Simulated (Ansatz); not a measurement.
CH5AlBBrO. Charge 0, multiplicity 1. The bonds changed during the relaxation, so this is another structure than the one it started from. The structure was optimised at the PBE0-D4/def2-TZVP level. It is one conformer, not always the lowest.

```xyz
10

B    -0.165   -1.103    0.216
C    -0.347    0.137    1.168
Br   -2.087   -1.496   -0.227
O    -0.034    1.287    0.776
Al    0.673    1.072   -0.938
H     0.446   -2.042    0.634
H     0.417   -0.718   -0.850
H    -0.812    0.079    2.162
H     2.242    1.216   -0.902
H    -0.332    1.568   -2.040
```

Problem. What is the dipole moment at B3LYP/def2-TZVPP? (An estimate is asked.)

Solution. Computed: 2.12 D, with components (1.19, 1.09, 1.38) D in this frame, pointing from negative to positive charge.

Problem. And with PBE, r2SCAN, ωB97M-V? (Best estimate.)

Solution. The calculation gave: PBE 1.90 D, r2SCAN 2.05 D, ωB97M-V 2.35 D.

Problem. Give the Mulliken charges with B3LYP, ωB97M-V, r2SCAN in def2-TZVPP. (An estimate is asked.)

Solution. The calculation gave: 
| atom | B3LYP | ωB97M-V | r2SCAN |
| --- | --- | --- | --- |
| B1 | -0.13 | -0.30 | -0.08 |
| C2 | 0.21 | 0.24 | 0.26 |
| Br3 | -0.18 | -0.14 | -0.16 |
| O4 | -0.23 | -0.23 | -0.25 |
| Al5 | 0.49 | 0.41 | 0.50 |
| H6 | 0.06 | 0.12 | 0.03 |
| H7 | -0.08 | -0.01 | -0.08 |
| H8 | 0.13 | 0.14 | 0.08 |
| H9 | -0.15 | -0.11 | -0.16 |
| H10 | -0.14 | -0.10 | -0.15 |

B3LYP here is the variant with VWN-RPA as its local correlation; programs differ in this.
